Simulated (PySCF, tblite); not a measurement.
C6H12P2.
Z-matrix (Å and degrees, GFN2-xTB geometry), rows numbered from 1:
```
C 
C   1  1.4683
C   2  1.3089  1  147.58
P   3  1.8362  2   69.17  1   179.78
C   4  1.8881  2  100.17  3   -95.04
P   5  1.8558  4  111.18  2    73.49
C   6  1.8523  5   97.74  4   171.48
C   6  1.8472  5   97.68  4    71.78
H   1  1.0896  2  110.44  3     1.74
H   1  1.0900  2  110.06  3   122.32
H   1  1.0900  2  109.94  3  -119.03
H   3  1.0667  2  145.70  4  -178.46
H   5  1.0949  4  109.13  2   -46.64
H   5  1.0946  4  108.93  2  -164.55
H   7  1.0897  6  111.41  5   -49.42
H   7  1.0887  6  108.81  5  -170.18
H   7  1.0888  6  109.13  5    71.73
H   8  1.0890  6  108.80  5   -68.46
H   8  1.0898  6  111.10  5    52.00
H   8  1.0890  6  109.14  5   172.97
```

Method: PBE0/pcSseg-1 in PySCF (dipole) on a GFN2-xTB geometry, gas phase.

Take the most abundant isotopes and a rigid rotor. The values belong to one conformer with, in the numbering `[CH3:1][C:2]1=[CH:3][P:4]1[CH2:5][P:6]([CH3:7])[CH3:8]`, C3–P4–C5–P6 31°, P4–C5–P6–C7 171°.

Problem. Give the principal moments of inertia and the rotational constants in MHz.

Solution. Ia = 193.00, Ib = 608.98, Ic = 660.42 u·Å²; 505379 MHz·u·Å²/I gives A = 2619, B = 829.9, C = 765.2 MHz.

Problem. Classify the top.

Solution. A near-prolate asymmetric top; Ray's κ = -0.930.

Problem. Is it planar, by Δ = Ic − Ia − Ib?

Solution. Not planar: Δ = Ic − Ia − Ib = -141.57 u·Å². For a rigid frame Δ = −2 Σ m c², so Σ m c² = 70.78 u·Å² lies off the ab plane: 16.17 from hydrogen and 54.61 from heavier atoms. The atom farthest from that plane is 2.09 Å away.

Problem. Predict some low-J microwave lines.

Solution. The dipole components are |μa| = 0.17 D, |μb| = 1.19 D, |μc| = 0.02 D. Intensities carry the squares of the components, which stand as 0.02 : 1.00 : 0.00 (a : b : c). Some lines, for components of 0.1 D or more:

| type | branch | J(Ka,Kc) | MHz | lower level (cm⁻¹) |
| --- | --- | --- | --- | --- |
| b | R | 2(0,2) ← 1(1,1) | 1400 | 0.113 |
| a | R | 1(0,1) ← 0(0,0) | 1595 | 0.000 |
| b | Q | 1(1,0) ← 1(0,1) | 1853 | 0.053 |
| b | Q | 2(1,1) ← 2(0,2) | 1920 | 0.160 |
| a | R | 2(1,2) ← 1(1,1) | 3126 | 0.113 |
| a | R | 2(0,2) ← 1(0,1) | 3189 | 0.053 |
| a | R | 2(1,1) ← 1(1,0) | 3255 | 0.115 |
| b | R | 1(1,1) ← 0(0,0) | 3384 | 0.000 |
| b | R | 2(1,2) ← 1(0,1) | 4914 | 0.053 |
| b | Q | 2(2,0) ← 2(1,1) | 5368 | 0.224 |
| b | Q | 2(2,1) ← 2(1,2) | 5560 | 0.217 |
| b | R | 2(2,1) ← 1(1,0) | 8621 | 0.115 |
| b | R | 2(2,0) ← 1(1,1) | 8687 | 0.113 |

Problem. Estimate the classical rotational partition function at 100 K, 200 K and 298.15 K.

Solution. Point group C1, symmetry number σ = 1; q = (√π/σ)·√((kT/h)³/(ABC)), k/h = 20836.6 MHz/K: 131000 at 100 K, 370000 at 200 K, 673000 at 298.15 K.

Its GFN2-xTB frequencies are all real (lowest 25 cm⁻¹). These are rigid-rotor constants of the computed structure; measured ground-state constants (B0) also hold zero-point vibration. A rigid rotor knows nothing of internal rotation, which can split or shift real lines.
